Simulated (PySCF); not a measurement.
CuCl, SMILES [Cl][Cu], multiplicity 1. Geometry: PBE-D3(BJ)/def2-TZVPD. The spin state was assumed, not searched.

Computed equilibrium geometry at PBE-D3(BJ)/def2-TZVPD (PySCF confirms it by a frequency run) as a Z-matrix, and its point group:
point group C∞v.
```
Cu
Cl 1 2.0672
```
